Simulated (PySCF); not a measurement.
## Removal energies of Te(42+) from EOM-IP-GCCSD

Reference: closed-shell Te(42+), [Ne]; one electron is removed. Calculated with PySCF 2.14, two-component X2C-1e with screened spin-orbit coupling, an even-tempered Gaussian basis (17 s from 5 bohr⁻², ratio 2.6; 13 p from 6.5 bohr⁻², ratio 2.6; 6 d from 6.7 bohr⁻², ratio 2.8; 3 f from 150 bohr⁻², ratio 2.8); frozen 1s2; the 48 highest virtual spinors dropped; of the others 44 kept and the rest restored at second order. No Breit or QED terms. Binding energies in eV.

```tsv
level	Koopmans
2s1/2	7607.8
2p1/2	7318.9
2p3/2	7030.7
```

Task: How does correlation move these levels?

Result: 2s1/2: second order 7604.7, EOM-CCSD 7604.7; 2p1/2: second order 7316.7, EOM-CCSD 7316.7; 2p3/2: second order 7028.8, EOM-CCSD 7028.9.

For comparison, the ionisation energy of Te(42+) is 7022 ± 4 eV (theoretical estimate listed by NIST; NIST Atomic Spectra Database, ionization energies).
